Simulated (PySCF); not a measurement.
F2Si, SMILES F[Si]F (connectivity only; charge and spin as stated), charge +1, multiplicity 2. Coordinates come from a B3LYP-D3(BJ)/def2-TZVP optimisation. The isomer is the one that the SMILES or the coordinates give; other isomers of the formula were not compared.

All values below come from B3LYP-D3(BJ)/def2-TZVP (PySCF).

Harmonic wavenumbers (cm⁻¹): 287, 920, 1107. Rotational constants (GHz): 52.98, 7.469, 6.546; symmetry number 2.

### Question
Work out the zero-point energy and the ideal-gas rigid-rotor harmonic-oscillator thermochemistry at 298.15 K and 1 atm.

### Answer
ZPE = ½ Σ hcν = ½ × 2314 cm⁻¹ = 13.84 kJ/mol. H − E(el) = 25.10 kJ/mol. Entropy in J/(mol K): translation 161.01, rotation 87.72, vibration 7.04, spin 5.76, total 261.54. G − E(el) = -52.88 kJ/mol. Cp = 43.49 J/(mol K).
